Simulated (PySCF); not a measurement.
Compound: C₆H₁₀OSi.
Numbering: `[CH3:1][C:2](=[O:3])/[CH:4]=[CH:5]/[CH:6]=[CH:7]/[SiH3:8]` (hydrogens: H9, H10, H11 on C1; H12 on C4; H13 on C5; H14 on C6; H15 on C7; H16, H17, H18 on Si8)

A GFN2-xTB structure was refined with PySCF 2.14.0, PBE0-D3(BJ)/def2-SVP geometry optimisation, gas phase. Its GFN2-xTB values:

```csv
coordinate,GFN2-xTB
C1–C2,1.511 Å
C1–H9,1.087 Å
C2=O3,1.213 Å
C2–C4,1.469 Å
C4=C5,1.344 Å
C4–H12,1.081 Å
C5–C6,1.436 Å
C5–H13,1.084 Å
C6=C7,1.339 Å
C6–H14,1.083 Å
C7–Si8,1.879 Å
C7–H15,1.085 Å
Si8–H16,1.465 Å
Si8–H17,1.463 Å
C1–C2–O3,122.6°
C1–C2–C4,114.4°
C2–C4–C5,121.6°
O3–C2–C4,123.0°
C4–C5–C6,124.5°
C5–C6–C7,123.7°
C6–C7–Si8,125.2°
C2–C4–C5–C6,179°
C4–C5–C6–C7,-177°
C5–C6–C7–Si8,178°
```

**Question.** How do these coordinates change at the PBE0-D3(BJ)/def2-SVP level?

**Answer.** 
```tsv
coordinate	PBE0-D3(BJ)/def2-SVP (Å or °)	change
Si8–H17	1.494	+0.031
Si8–H16	1.496	+0.031
C2–C4	1.486	+0.017
C6–H14	1.098	+0.015
C7–H15	1.099	+0.014
C4–H12	1.095	+0.014
C5–H13	1.097	+0.013
C5–C6	1.447	+0.011
C6=C7	1.350	+0.011
C7–Si8	1.868	-0.011
C1–H9	1.097	+0.010
C1–C2	1.507	-0.004
C4=C5	1.347	+0.003
C2=O3	1.213	0.000
C1–C2–C4	116.3	+1.9
O3–C2–C4	121.8	-1.2
C6–C7–Si8	124.1	-1.1
C2–C4–C5	120.8	-0.8
C1–C2–O3	121.9	-0.7
C4–C5–C6	124.7	+0.2
C5–C6–C7	123.9	+0.2
C4–C5–C6–C7	180	-3
C5–C6–C7–Si8	180	+2
C2–C4–C5–C6	180	+1
```

The energy falls by 0.075 eV over 6 energy and gradient evaluations, the largest force component goes from 0.0157 to 3.6e-04 Eh/bohr, and the atoms move by 0.058 Å rms after alignment. Among the bonds, Si8–H16, Si8–H17 and Si8–H18 change most and about equally (+0.031 Å). Bonds longer at the end by more than 0.005 Å: 13 of 17; shorter: 1. Rotational constants go from 7680, 481.2, 456.5 to 7740, 478.1, 453.9 MHz.

The run used 166 basis functions and 46 SCF cycles in all. On an Arm Neoverse V1 with one thread, no GPU (shared host), this took 71 s and 0.78 GiB of memory at its peak.

Stationary, but not proved a minimum. One conformer, not necessarily the lowest.

The values belong to the conformer `[CH3:1][C:2](=[O:3])/[CH:4]=[CH:5]/[CH:6]=[CH:7]/[SiH3:8]`: C1–C2–C4–C5 -179°, C4–C5–C6–C7 180°.
